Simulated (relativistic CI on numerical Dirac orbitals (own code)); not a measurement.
# Slater's F² for S²⁺ from its measured terms

Problem. The ground configuration 3s2.3p2 of S²⁺ has the measured levels 3P: 0.0 (J = 0), 298.7 (J = 1), 833.1 (J = 2); 1D: 11322.7 (J = 2); 1S: 27161.0 (J = 0) cm⁻¹ (NIST levels in Podobedova, Kelleher and Wiese, J. Phys. Chem. Ref. Data 38, 171 (2009)). Test the one-configuration theory of p2 and extract F²(3p,3p).

Working.
1. Centres of gravity, weighted by 2J + 1: 3P 562.4, 1D 11322.7, 1S 27161.0 cm⁻¹. To first order spin-orbit coupling drops out of them.
2. Slater-Condon theory gives 1D − 3P = 6F²/25 and 1S − 1D = 9F²/25, so the ratio of the upper interval to the lower is 9/6 = 1.500, whatever F².
3. Measured intervals: 10760.3 and 15838.3 cm⁻¹, ratio 1.472.
4. F² from the lower interval is 44835 and from the upper 43995 cm⁻¹.

Check. The radial integral calculated for this configuration (Dirac-KLI orbitals, unscaled) is F² = 56666 cm⁻¹; the two empirical values are 79 % and 78 % of it. The ratio is close to the theoretical one, partly by a balance of effects: correlation narrows both intervals, and second-order spin-orbit coupling (ζ = 555 cm⁻¹) shifts the centres as well.
